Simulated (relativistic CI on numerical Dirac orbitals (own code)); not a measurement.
**One change at a time: I II**

Base calculation: Dirac-Coulomb-Breit CI, orbitals from a KLI potential per configuration, a model potential for QED, valence Slater integrals scaled by 0.85, P86 correlation energy added to each configuration.

Configuration list (outside the closed core [Kr] 4d10): 5s²5p⁴, 5s²5p³6s, 5s5p⁵, 5s²5p³5d, 5s²5p³6p, 5p⁶, 5s5p⁴5d, 5s²5p³7s, 5s²5p³6d, 5s²5p³4f, 5s²5p³7p, 5s²5p³8s, 5s²5p³7d, 5s²5p³5f, 5s²5p³8p, 5s²5p³5g, 5s²5p³8d, 5s²5p²5d², 5s²5p5d²6s, 5s²5p5d³, 5s²5p5d²6p, 5s5p²5d³, 5s²5p5d²7s. Double excitations out of closed p, d and f shells are left out; levels of such configurations are missing from the list, as are those of other unlisted configurations, and high levels can miss mixing partners. These lack a partner that the ground configuration has and come out too high: 5s²5p³6d, 5s²5p³4f, 5s²5p³7p, 5s²5p³8s, 5s²5p³7d.

The lowest level and the first level of each name with at least 55 % of one term (blank where a level has no safe partner in the second run):

```csv
Level,Base (cm⁻¹),Shift (cm⁻¹)
5s²5p⁴ ³P2,0.0,0.0
5s²5p⁴ ³P0,6122.5,+2.3
5s²5p⁴ ³P1,6885.0,+1.3
5s²5p⁴ ¹D2,14294.5,-0.4
5s²5p⁴ ¹S0,27900.2,+7.3
5s²5p³5d ⁵D°0,89166.0,+432.2
5s²5p³6s ³S°1,89416.4,+1141.7
5s²5p³5d ⁵D°3,89556.8,+442.7
5s²5p³5d ⁵D°4,89671.7,+442.7
5s²5p³5d ⁵D°2,90164.1,+434.3
5s²5p³5d ³D°2,95536.5,+476.3
5s²5p³5d ³D°3,98056.8,+485.9
5s²5p³6p ⁵P1,102388.3,+2175.6
5s²5p³5d ³F°2,102449.6,+468.4
```

Correlation outside the listed configurations is missing or only estimated: errors of thousands of cm⁻¹ between configurations and terms are usual at this charge. Rates and lifetimes follow the computed energies and can be off by large factors. The fine structure of a lone outer electron comes out too small, for d and f at times inverted, and misplaced configurations move strength between like terms. 20 of the 27 excited levels that our extract of the measured tables holds in this range could be paired (the sources list more); they are missed by 3375 cm⁻¹ on average and 5920 at most, and levels without a partner can miss by more.

(1) One thing was changed in a second run, which moved the levels as shown. Which?
A. no correlation estimate
B. QED terms removed
C. self-excluded LDA correlation estimate
D. Breit term removed
E. configuration mixing switched off
F. one mean potential for all configurations

## Answers

(1) C. Self-excluded LDA correlation estimate. A correlation estimate moves all levels of a configuration together before mixing; mixed levels move by a weighted share.

LS names give the leading component of a level, which can be under half, so a name can repeat, a term be missing and a line seem to break the LS rules.
